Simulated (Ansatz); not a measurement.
`O[Si]([SiH3])(Cl)Br` → `Cl[Si]Br` + `O[SiH3]` at 600 K and 1 bar (silylene formation by 1,1-elimination).

Gas-phase electronic energies from Ansatz, PBE0-D4/def2-TZVP geometries. CCSD(T)/CBS is the MP2 limit (def2-TZVPP, def2-QZVPP) plus CCSD(T) − MP2 in def2-TZVPP, frozen cores. For Br outer-core shells are correlated without core-valence functions, which leaves a few kJ/mol of doubt a bond. Scalar relativity is left out up to krypton. One conformer a species, not always the lowest.

```tsv
species	CCSD(T)/CBS energy (Eh)	H − E (kJ/mol)	S (J/(mol·K))
`O[Si]([SiH3])(Cl)Br`	-3688.98681	181.0	495.4
`Cl[Si]Br`	-3322.23177	36.0	337.7
`O[SiH3]`	-366.69042	135.7	307.9
```

H − E and S are ideal-gas, rigid-rotor, harmonic terms from PBE0-D4/def2-TZVP, for one conformer and one mirror image of each species. 1 Eh = 2625.50 kJ/mol, R = 8.31446 J/(mol·K).

By hand: ΔE, ΔH, ΔS and ΔG.

ΔE = (-3322.23177) + (-366.69042) − (-3688.98681) = 0.06462 Eh = 169.7 kJ/mol. Δ(H − E) = 36.0 + 135.7 − 181.0 = -9.3, so ΔH = 160.4 kJ/mol. ΔS = 337.7 + 307.9 − 495.4 = 150.2 J/(mol·K). ΔG = 160.4 − 600 × (150.2)/1000 = 70.3 kJ/mol.

By hand: the equilibrium constant, and the temperature at which ΔG would vanish if ΔH and ΔS stayed fixed.

log₁₀ K = −ΔG/(RT ln 10) = -6.1. ΔG = 0 at ΔH/ΔS = 1068 K.

The number of gas molecules changes by +1, which sets the sign of ΔS. A doubt of 5 kJ/mol in ΔE shifts log₁₀ K by 0.4 here. Other conformers and mirror images would add mixing entropy, several J/(mol·K) or more a flexible species. These are equilibria of isolated gas molecules and say nothing of rates. Largest T1 diagnostic: 0.011 (customary marks: 0.02 for closed shells, 0.045 for open ones).
